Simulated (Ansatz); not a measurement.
`[PH3+][Ga-]([Cl])([Cl])[Cl]`, charge 0, multiplicity 1.

Question: Give a relaxed structure at PBE0-D4/def2-TZVP (the Gaussian-basis code of Ansatz). (Estimate.)

Answer: The calculation gave: 
Z-matrix (Å, degrees):
```
P
Ga 1 2.487
H 1 1.407 2 117.1
H 1 1.407 2 117.3 3 -120.0
H 1 1.407 2 117.1 3 119.9
Cl 2 2.153 1 100.2 3 -61.9
Cl 2 2.153 1 100.2 3 58.1
Cl 2 2.153 1 100.2 3 178.1
```
Point group C3v.
